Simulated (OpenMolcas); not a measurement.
## Multiplet structure of S

* Program: OpenMolcas 26.06
* Method: SS-CASPT2, IPEA 0.25 Eh, imaginary shift 0.1 Eh (closed shells correlated: 2s 2p)
* Basis: ANO-RCC-VTZP [5s4p2d1f]
* Scalar Hamiltonian: DKH2, point nucleus
* Active space: 6 electrons in 8 orbitals (3s 3p 4s 4p)
* State averaging: 2S+1 = 3 even, 3 roots; 2S+1 = 1 even, 6 roots; 2S+1 = 3 odd, 3 roots (0 in the spin-orbit step)
* Spin-orbit coupling: RASSI with atomic mean-field integrals over the reference wave functions, term energies averaged over their components

Spin-free terms above the lowest, with the occupations of the reference (each correlating shell added to its valence partner):

| Configuration | Term | E (eV) | Occupations |
| --- | --- | --- | --- |
| 3s2 3p4 | 3P | 0.0000 | 3s 2.00 3p 4.00 |
| 3s2 3p4 | 1D | 1.208 | 3s 2.00 3p 4.00 |
| 3s2 3p4 | 1S | 2.793 | 3s 1.93 3p 4.07 |

With spin-orbit coupling, above the lowest level:

```tsv
Configuration	Term	J	E (eV)	Measured (eV)	g	Term weight %
3s2 3p4	3P	2	0.0000	0.0000	1.501	100
3s2 3p4	3P	1	0.0440	0.0491	1.501	100
3s2 3p4	3P	0	0.0641	0.0711		100
3s2 3p4	1D	2	1.231	1.1454	1.000	100
3s2 3p4	1S	0	2.816	2.7500		100
```

Against the 4 measured excited levels shown (NIST Handbook of Basic Atomic Spectroscopic Data) the mean absolute deviation is 330 cm-1; the largest miss in energy is 3s2 3p4 1D2: computed 1.231, measured 1.1454 eV (+7.5 %), and the largest in proportion 3s2 3p4 3P1 (-10.5 %).

Spin-orbit coupling puts the lowest level 0.0224 eV below the lowest spin-free term.

For 3P the intervals divided by the larger J are -162.6, -177.3 cm-1. Landé's interval rule makes them equal in pure LS coupling; they differ by 9 % of their mean. The multiplet is inverted.

CASPT2 does not keep the components of a term degenerate, so their means are used; among the terms shown or strongly mixed into the levels shown the widest spread is 60 cm-1 (3s2 3p4 1D). Active for correlation alone: 4p 4s; no level in the range computed is led by a configuration that fills them, so any true level of that kind is missing. No level of 3s 3p5 was computed, though it lies in the active space. Computed and measured levels are paired by configuration, term and J; levels that our copy of the source lacks, or whose pairing is in doubt (as where it misses far off the trend of its configuration), stay unpaired and out of the deviations. Only configurations of the active space appear. The first state left out of the spin-orbit step lies near 92000 cm-1 above the lowest spin-free state of the reference (among the parities and spins computed), and the list stops at four fifths of that energy or lower.

The term weight is that of the spin-free term in the level, not the purity of its configuration.
